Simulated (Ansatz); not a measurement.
A nudged elastic band was laid between two geometries of Cl2FH5OW (10 atoms, charge 0, multiplicity 1).

All numbers below come from RKS r2SCAN-D4/def2-SVP in Ansatz.

```json
{"movable images": "5", "climbing image": "yes", "spring": "5.0 eV/Å²", "optimiser": "quadratic models (default)", "start path": "through a guess of the saddle point", "force threshold": "0.05 eV/Å", "iteration limit": "60", "end points": "relaxed"}
```

Initial state:

```xyz
10
Properties=species:S:1:pos:R:3
W -0.096 -0.140 0.168
F -0.779 -0.561 1.948
H 1.002 -0.457 -1.094
Cl 0.855 1.898 0.300
H -1.550 0.608 -0.235
Cl -0.849 -2.224 -0.458
H -0.389 0.137 -1.470
O 1.658 -1.044 1.393
H 2.256 -1.719 1.042
H 1.248 -1.392 2.204
```

Final state:

```xyz
10
Properties=species:S:1:pos:R:3
W 0.006 -0.506 0.009
F 0.585 0.299 2.200
H 1.510 0.238 -0.137
Cl -0.427 1.841 -0.354
H -1.388 0.029 0.772
Cl -1.051 -2.033 -1.319
H 0.477 -0.087 -1.527
O 0.953 -1.798 1.086
H 1.700 -2.323 0.758
H 0.993 -0.555 2.310
```

Which bonds break or form, and what moves?

Bonds broken: O8–H10. Bonds formed: F2–H10.

Give the energies along the band, and the barrier.

The run converged. The highest image is number 4 of 0 to 6, 108.5 kJ/mol above the first end and 12.8 kJ/mol above the last; the last end lies 95.8 kJ/mol above the first. A vibrational analysis at the climbing image gives one clearly imaginary mode, 44i cm⁻¹: a first-order saddle point. The orbitals stay closed-shell, which can raise the energy where a bond breaks towards radicals; this wasn't checked here.

```
image  path coordinate (Å)  energy (kJ/mol)  O8–H10 (Å)  F2–H10 (Å)
    0                 0.00              0.0        0.97        2.21
    1                 1.38             62.8        1.65        0.97
    2                 2.76             96.0        1.84        0.94
    3                 4.14             99.9        1.72        0.94
    4                 5.52            108.5        1.78        0.94
    5                 6.29            103.5        1.76        0.95
    6                 7.05             95.8        1.75        0.95
```

What is the geometry of the highest image?


```xyz
10
Properties=species:S:1:pos:R:3
W 0.037 -0.466 -0.152
F 0.148 -0.208 2.863
H 1.554 0.101 -0.591
Cl 0.008 1.928 -0.316
H -1.162 0.266 0.754
Cl -1.327 -1.998 -1.140
H 0.284 -0.151 -1.769
O 1.123 -1.581 0.940
H 2.008 -1.890 0.687
H 0.683 -0.897 2.521
```

What are the harmonic wavenumbers there?

44i, 50, 80, 111, 176, 280, 326, 387, 428, 478, 539, 657, 687, 741, 783, 866, 968, 1015, 1053, 2062, 2134, 2147, 3798, 3804 cm⁻¹.

The band took 56 iterations and about 70 core-minutes.

Time of the run: 17 min on 4 threads of Arm Neoverse V1, on a shared host, peak memory 0.33 GiB.
